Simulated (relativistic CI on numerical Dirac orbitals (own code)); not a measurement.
Al⁺: calculation against measurement

Method of calculation: Dirac-Coulomb-Breit CI, orbitals from a KLI potential per configuration, a model potential for QED, valence Slater integrals scaled by 0.85, P86 correlation energy added to each configuration (own radial code, finite nucleus).

Configuration list (outside the closed core [Ne]): 3s2, 3s.3p, 3p2, 3s.4s, 3s.3d, 3s.4p, 3s.5s, 3s.4d, 3s.4f, 3d2, 3p.4s, 3p.3d, 3s.5p, 3s.6s, 3s.5d, 3s.5f, 3s.5g, 3s.6p, 4s2, 3s.6d, 3d.4s. Levels of other configurations are missing.

```tsv
Configuration	Term (tabulated)	J	Measured (cm⁻¹)	Computed	Error	Purity (%)
3s2	1S	0	0.0	0	0	96
3s.3p	3P°	0	37393.0	35585	-1808	99
3s.3p	3P°	1	37453.9	35642	-1812	99
3s.3p	3P°	2	37577.8	35757	-1821	99
3s.3p	1P°	1	59852.0	58223	-1630	94
3p2	1D	2	85481.4	84680	-802	55
3s.4s	3S	1	91274.5	91345	70	100
3p2	3P	0	94085.0	92089	-1996	99
3p2	3P	1	94147.5	92148	-2000	99
3p2	3P	2	94268.7	92261	-2007	99
3s.4s	1S	0	95350.6	95650	300	99
3s.3d	3D	3	95549.4	95122	-427	100
3s.3d	3D	2	95550.5	95124	-427	100
3s.3d	3D	1	95551.4	95125	-426	100
3s.4p	3P°	0	105427.5	105269	-159	99
3s.4p	3P°	1	105441.5	105283	-158	99
3s.4p	3P°	2	105470.9	105312	-159	99
3s.4p	1P°	1	106920.6	107449	529	95
3p2	1S	0	111637.3	111328	-310	91
3s.5s	3S	1	120092.9	120435	342	100
3s.5s	1S	0	121366.7	122108	742	98
3s.4d	3D	3	121483.5	121281	-202	100
3s.4d	3D	2	121483.9	121283	-201	100
3s.4d	3D	1	121484.3	121284	-201	100
3s.4f	3F°	2	123418.5	125578	2159	96
3s.4f	3F°	3	123420.4	125580	2160	96
3s.4f	3F°	4	123423.4	125584	2161	96
3s.4f	1F°	3	123470.5	125689	2218	98
3s.4d	1D	2	124794.1	126368	1574	71
```

Measured levels from NIST Handbook of Basic Atomic Spectroscopic Data (Sansonetti and Martin, J. Phys. Chem. Ref. Data 34, 1559 (2005)); pairs were made by configuration, J and term (by order where the table uses no LS term), so strongly mixed levels may be paired wrongly.

Mean error by configuration (cm⁻¹): 3s.3p -1768; 3p2 -1423; 3s.4s 185; 3s.3d -427; 3s.4p 13; 3s.5s 542; 3s.4d 243; 3s.4f 2175. Over the excited levels the mean absolute error is 1029 cm⁻¹ (28 of the 29 excited levels that our extract of the source holds in range could be paired, and the others can miss by more), and the median relative error of those above 1,000 cm⁻¹ is 0.55 %.

Transition probabilities of persistent lines. The last column rescales the computed rate by the cube of measured over computed energy:

| λ measured (Å) | Lower | Upper | A tabulated (s⁻¹) | A computed | A rescaled |
| --- | --- | --- | --- | --- | --- |
| 1539.83 vacuum | 3s.3p 1P°_1 | 3s.4d 1D_2 | 8.80e+08 | 9.94e+08 | 8.60e+08 |
| 1670.79 vacuum | 3s2 1S_0 | 3s.3p 1P°_1 | 1.46e+09 | 1.40e+09 | 1.52e+09 |
| 1719.44 vacuum | 3s.3p 3P°_0 | 3s.3d 3D_1 | 6.79e+08 | 7.21e+08 | 6.72e+08 |
| 1721.27 vacuum | 3s.3p 3P°_1 | 3s.3d 3D_2 | 9.14e+08 | 9.71e+08 | 9.05e+08 |
| 1724.98 vacuum | 3s.3p 3P°_2 | 3s.3d 3D_3 | 1.21e+09 | 1.29e+09 | 1.20e+09 |
| 1763.95 vacuum | 3s.3p 3P°_2 | 3p2 3P_2 | 9.80e+08 | 9.97e+08 | 1.01e+09 |
| 1858.03 vacuum | 3s.3p 3P°_1 | 3s.4s 3S_1 | 2.48e+08 | 3.07e+08 | 2.77e+08 |
| 1862.31 vacuum | 3s.3p 3P°_2 | 3s.4s 3S_1 | 4.12e+08 | 4.81e+08 | 4.34e+08 |
| 2816.18 air | 3s.3p 1P°_1 | 3s.4s 1S_0 | 3.83e+08 | 6.14e+08 | 5.24e+08 |
| 4663.06 air | 3p2 1D_2 | 3s.4p 1P°_1 | 5.30e+07 | 7.57e+07 | 6.32e+07 |
| 6243.36 air | 3s.4p 3P°_2 | 3s.4d 3D_3 | 1.10e+08 | 1.13e+08 | 1.14e+08 |
